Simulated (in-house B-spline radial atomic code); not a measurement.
How numerical settings move a run on Li, [He] 2s1. Computed with a B-spline radial code for spherical atoms: non-relativistic BLYP, spin-polarised, spherical fractional occupations, point nucleus.

Command:
```bash
python run_scf.py task.json out
```
Settings of the sound reference run:
```
Z                3
electrons        3
configuration    [He] 2s1
hamiltonian      nr
method           b88,lyp
spin_polarised   True
knot_spacing     0.22
spline_order     8
gauss_points     12
box_radius       50
max_iterations   70
damping          0.5
damped_steps     3
diis_vectors     10
tolerance        1e-08
start            Thomas-Fermi
```

Time taken, with all properties: 0.16 s on 1 thread of Arm Neoverse V1, with other jobs on the host.

It converges in 8 iterations to -7.482666 hartree, with 2s up at -3.03046 eV. The other runs change the listed settings, some to values that make no sense; their results aren't properties of the atom or ion. Radii are in bohr (the nuclear one in fm), a minus after a letter asks for a j subshell, and «unchanged» means within 1e-8 hartree. The run stops when the residual is below 10 × tolerance × max(1, Z/10), or a noise floor if that is larger, and the energy moves by less than 1e-8 × √|E| hartree; so very loose and very tight tolerances often act alike.

```tsv
changed settings	outcome
spline_order = 4, max_iterations = 75, tolerance = 0.001	converged in 7 iterations, energy +8.34e-07 hartree from the reference, 2s up level -3.0e-05 eV
first_knot = 0.0333	converged in 8 iterations, energy +6.65e-08 hartree from the reference, 2s up level -3.7e-06 eV
box_radius = 10	converged in 8 iterations, energy +1.29e-03 hartree from the reference, 2s up level +1.0e-01 eV (the program warns: 2s up reaches the box edge)
first_knot = 0.333	converged in 8 iterations, energy -2.61e-07 hartree from the reference, 2s up level -1.7e-05 eV
box_radius = 200	converged in 8 iterations, energy unchanged
box_radius = 25	converged in 8 iterations, energy unchanged, 2s up level +4.4e-07 eV
box_radius = 7.5	converged in 8 iterations, energy +1.04e-02 hartree from the reference, 2s up level +5.6e-01 eV (the program warns: 2s up reaches the box edge)
knot_spacing = 1, max_iterations = 100, damped_steps = 8, tolerance = 0.001	converged in 10 iterations, energy +1.50e-03 hartree from the reference, 2s up level +1.5e-04 eV
damped_steps = 30	converged in 21 iterations, energy unchanged, 2s up level -4.2e-07 eV
damped_steps = 0	converged in 7 iterations, energy unchanged, 2s up level -4.8e-07 eV
box_radius = 5	converged in 8 iterations, energy +8.54e-02 hartree from the reference, 2s up level +3.3e+00 eV (the program warns: 2s up has a positive eigenvalue: unbound, held by the box; 1s up reaches the box edge)
electrons = 4, configuration = [He] 2s1 3p-1, max_iterations = 100	stopped with error: j subshells need the Dirac Hamiltonian and l > 0
damped_steps = 8	converged in 12 iterations, energy unchanged, 2s up level -5.3e-07 eV
box_radius = 15	converged in 8 iterations, energy +1.60e-05 hartree from the reference, 2s up level +2.3e-03 eV (the program warns: 2s up reaches the box edge)
first_knot = 3.33e-05	converged in 7 iterations, energy -2.28e-07 hartree from the reference, 2s up level -1.7e-05 eV
box_radius = 2	converged in 7 iterations, energy +2.21e+00 hartree from the reference, 2s up level +6.5e+01 eV (the program warns: 2s up has a positive eigenvalue: unbound, held by the box; 1s up reaches the box edge)
```

What happens with first_knot = 1?

Converged in 8 iterations, energy +4.33e-05 hartree from the reference, 2s up level +2.6e-05 eV.

What happens with gauss_points = 3, max_iterations = 12?

Converged in 8 iterations, energy -2.96e+03 hartree from the reference, 2s up level -4.4e+00 eV.

What happens with box_radius = 3?

Converged in 8 iterations, energy +6.02e-01 hartree from the reference, 2s up level +1.9e+01 eV (the program warns: 2s up has a positive eigenvalue: unbound, held by the box; 1s up reaches the box edge).

What happens with first_knot = 0.1?

Converged in 8 iterations, energy +6.67e-08 hartree from the reference, 2s up level -3.6e-06 eV.
